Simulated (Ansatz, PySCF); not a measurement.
Three-fold rotor about C1–Ge2 in CH6Ge (SMILES [CH3][GeH3]); single points on GFN2-xTB geometries with the dihedral held.
Staggered geometry (60°) (charge 0, multiplicity 1):
```json
[
 {"atom": "C", "x (Å)": "-1.0363", "y (Å)": "-0.0801", "z (Å)": "0.0101"},
 {"atom": "Ge", "x (Å)": "0.9166", "y (Å)": "0.0684", "z (Å)": "-0.0170"},
 {"atom": "H", "x (Å)": "-1.4589", "y (Å)": "0.5378", "z (Å)": "0.7986"},
 {"atom": "H", "x (Å)": "-1.3423", "y (Å)": "-1.1086", "z (Å)": "0.1852"},
 {"atom": "H", "x (Å)": "-1.4607", "y (Å)": "0.2428", "z (Å)": "-0.9374"},
 {"atom": "H", "x (Å)": "1.5156", "y (Å)": "-0.3719", "z (Å)": "1.2789"},
 {"atom": "H", "x (Å)": "1.3535", "y (Å)": "1.4769", "z (Å)": "-0.2567"},
 {"atom": "H", "x (Å)": "1.5130", "y (Å)": "-0.7756", "z (Å)": "-1.0959"}
]
```

Frozen-core correlation. Filled d and f shells under p-block atoms count as core. CBS(a, b) extrapolates the correlation energy as X⁻³ and adds the Hartree–Fock energy of set b. MP2 and its Hartree–Fock in cc-pVQZ are density fitted. Rows in 6-31G* carry no dispersion term and start afresh at each structure (6-31G* with six Cartesian d functions); the Pople sets are all-electron and without relativity.

The values were computed with Ansatz (a program for electronic structure); PySCF for 6-31G* rows. 

Energies above the staggered point (kcal/mol):

```json
[
 {"dihedral (°)": "0", "PBE/def2-TZVPP": "0.983", "B3LYP/6-31G*": "1.020", "MP2/CBS(cc-pVTZ, cc-pVQZ) + ΔCCSD(T)/cc-pVTZ": "1.072"},
 {"dihedral (°)": "15", "PBE/def2-TZVPP": "0.832", "B3LYP/6-31G*": "0.863", "MP2/CBS(cc-pVTZ, cc-pVQZ) + ΔCCSD(T)/cc-pVTZ": "0.906"},
 {"dihedral (°)": "30", "PBE/def2-TZVPP": "0.478", "B3LYP/6-31G*": "0.496", "MP2/CBS(cc-pVTZ, cc-pVQZ) + ΔCCSD(T)/cc-pVTZ": "0.519"},
 {"dihedral (°)": "45", "PBE/def2-TZVPP": "0.137", "B3LYP/6-31G*": "0.142", "MP2/CBS(cc-pVTZ, cc-pVQZ) + ΔCCSD(T)/cc-pVTZ": "0.148"},
 {"dihedral (°)": "60", "PBE/def2-TZVPP": "0.000", "B3LYP/6-31G*": "0.000", "MP2/CBS(cc-pVTZ, cc-pVQZ) + ΔCCSD(T)/cc-pVTZ": "0.000"},
 {"dihedral (°)": "75", "PBE/def2-TZVPP": "0.137", "B3LYP/6-31G*": "0.143", "MP2/CBS(cc-pVTZ, cc-pVQZ) + ΔCCSD(T)/cc-pVTZ": "0.148"},
 {"dihedral (°)": "90", "PBE/def2-TZVPP": "0.477", "B3LYP/6-31G*": "0.495", "MP2/CBS(cc-pVTZ, cc-pVQZ) + ΔCCSD(T)/cc-pVTZ": "0.518"},
 {"dihedral (°)": "105", "PBE/def2-TZVPP": "0.831", "B3LYP/6-31G*": "0.863", "MP2/CBS(cc-pVTZ, cc-pVQZ) + ΔCCSD(T)/cc-pVTZ": "0.905"},
 {"dihedral (°)": "120", "PBE/def2-TZVPP": "0.983", "B3LYP/6-31G*": "1.019", "MP2/CBS(cc-pVTZ, cc-pVQZ) + ΔCCSD(T)/cc-pVTZ": "1.071"}
]
```

Moments of inertia of the two ends about the bond: 3.125 and 5.849 u Å².

**Question.** Fit V = V₃/2 (1 − cos 3φ) + V₆/2 (1 − cos 6φ), φ counted from the staggered point, and estimate the harmonic torsional frequency.

**Answer.** 
V₃ is the energy at φ = 60°; at φ = 30° (mean of both sides) V = 0.5 V₃ + 1 V₆. The reduced moment I₁I₂/(I₁ + I₂) = 2.037 u Å² gives F = 16.8576/I = 8.276 cm⁻¹ (a rough rule where the frame isn't a symmetric top). Near the minimum V = kφ²/2 with k = (9V₃ + 36V₆)/2, and ω = √(2Fk), with 1 kcal/mol = 349.755 cm⁻¹.
- PBE/def2-TZVPP: V₃ = 0.98, V₆ = -0.014 kcal/mol, k = 1458 cm⁻¹/rad², ω = 155 cm⁻¹
- B3LYP/6-31G*: V₃ = 1.02, V₆ = -0.014 kcal/mol, k = 1515 cm⁻¹/rad², ω = 158 cm⁻¹
- MP2/CBS(cc-pVTZ, cc-pVQZ) + ΔCCSD(T)/cc-pVTZ: V₃ = 1.07, V₆ = -0.018 kcal/mol, k = 1576 cm⁻¹/rad², ω = 161 cm⁻¹

Measured: V3 of the three-fold top 433.6 ± 8.8 cm⁻¹ = 1.24 kcal/mol [Ozier and Moazzen-Ahmadi, CRC Handbook].
